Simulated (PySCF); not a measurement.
## Worked example: dipole moment from atomic charges

B(OH)2(SiH3) (BH5O2Si), SMILES OB(O)[SiH3]. Atoms are numbered in the order given.

```xyz
9

B     -0.4760     0.1384    -0.2792
O     -1.4864    -0.7732    -0.3166
H     -2.2581    -0.5106    -0.8331
O     -0.5184     1.3464    -0.9056
H     -1.3279     1.5258    -1.3991
Si     1.2141    -0.3466     0.7431
H      1.8703     0.8655     1.3269
H      2.2057    -0.9955    -0.1759
H      0.9304    -1.3108     1.8521
```

Geometry optimised at PBE0-D3(BJ)/def2-SVP. One conformer was computed; it need not be the lowest.

Charges (e) from PySCF with PBE/def2-TZVP:

```tsv
atom	ESP fit	Mulliken
B1	0.488	0.264
O2	-0.607	-0.347
H3	0.395	0.281
O4	-0.605	-0.347
H5	0.394	0.281
Si6	0.059	-0.057
H7	-0.040	-0.025
H8	-0.043	-0.025
H9	-0.041	-0.025
```

The dipole moment of the full density is 3.36 D.

**Question.** What dipole moment does each set of point charges give, and which comes closer to that of the density?

**Answer.** 
μ = Σ q r, and 1 e Å = 4.8032 D.
ESP fit: Σ q r = (-0.568, 0.163, -0.354) e Å, |μ| = 3.31 D.
Mulliken: Σ q r = (-0.632, 0.179, -0.394) e Å, |μ| = 3.68 D.
ESP fit comes closer in size. Point charges leave out the atoms' own dipoles (lone pairs, polarised bonds); fits to the potential absorb them, partitions of the density don't.
